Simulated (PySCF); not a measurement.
NMR problem set

How the numbers were obtained: σ from GIAO-PBE0/pcSseg-1, geometry: PBE0-D3(BJ)/def2-SVP, J: B3LYP/pcJ-1 (spin–dipole term left out of most H,H and C,H couplings), in PySCF 2.14 (non-relativistic, single conformer, no solvent model, one averaged value for each set of equivalent atoms).

δ = σ(ref) − σ, references computed at the same level: TMS for ¹H, ¹³C. Multiplet labels drop J under 1 Hz and among equivalent protons, and merge close values. Unscaled 3J(H,H) run several per cent high. Where no couplings were computed, multiplicities follow the n + 1 count of equivalent neighbours, and m marks all less simple cases (inequivalent or close neighbours, rings, F or P nearby). Shifts are as computed. Against solution values, carbons near 30 ppm lie about +2 ppm off and those near 130 ppm about +5 ppm (rms about the fit 1.9 ppm; single classes can miss by 10 ppm). Of 1328 compounds with measured shifts, 309 miss one by over three times the rms of a fit or turn the order of signals round; such compounds aren't used in these exercises. Signals without a measured value on file couldn't be tested in this way; 1H shifts scatter by 0.2 ppm about their fit, and single ones miss by 0.5 ppm.

(1) C₁₂H₈N₂. ¹H NMR (400 MHz, computed): δ 9.43 (dd, J = 4.8, 1.6 Hz, 2H), 8.23 (dd, J = 8.9, 1.6 Hz, 2H), 7.90 (s, 2H), 7.62 (dd, J = 8.9, 4.8 Hz, 2H). ¹³C{¹H} NMR (computed): δ 155.1, 151.1, 140.5, 132.4, 131.6, 127.4. Give a structure.

(2) C₄H₇N₃O₂Si. ¹H NMR (400 MHz, computed): δ 8.28 (s, 1H), 5.21 (s, 3H), 3.88 (s, 3H). ¹³C{¹H} NMR (computed): δ 166.0 (C), 148.0 (C), 144.9 (CH), 52.1 (CH3). Identify the compound.

## Answers

(1) SMILES c1cnc2c(c1)ccc1cccnc12. The formula gives 10 degrees of unsaturation (3 rings in the answer). 6 carbon signals for 12 carbons: some carbons are equivalent by symmetry or fast rotation. Carbon types of the structure: 4 × C, 8 × CH, which accounts for all hydrogens. δC 155.1: aromatic CH next to a ring nitrogen; the adjacent pyridine-type nitrogen withdraws density from it. δC 151.1, 131.6: ring-fusion aromatic carbon. δC 140.5, 132.4, 127.4: aromatic CH. δH 9.43: hydrogen on an aromatic CH next to a ring nitrogen; ring current plus the neighbouring ring nitrogen. The protons at 7.62 and 8.23 share a coupling of 8.9 Hz (vicinal, an ortho-type coupling). The protons at 7.62 and 9.43 share a coupling of 4.8 Hz (vicinal, an ortho-type coupling).

This is the structure that produced the data.

(2) `COC(=O)c1cnn([SiH3])n1`. Rings plus π bonds: 4 (1 ring in the answer). 4 carbon signals for 4 carbons: no two carbons are equivalent. Carbon types of the structure: 2 × C, 1 × CH, 1 × CH3, leaving 3 H on heteroatoms. δC 166.0: ester carbonyl carbon; it is a carbonyl in resonance with an O or N lone pair, the region of acids, esters and amides. δC 148.0: substituted aromatic carbon next to a ring nitrogen. δC 144.9: aromatic CH next to a ring nitrogen; the adjacent pyridine-type nitrogen withdraws density from it. δC 52.1: methyl carbon bonded to O; the inductive effect lowers its shielding.

This is the structure that produced the data.
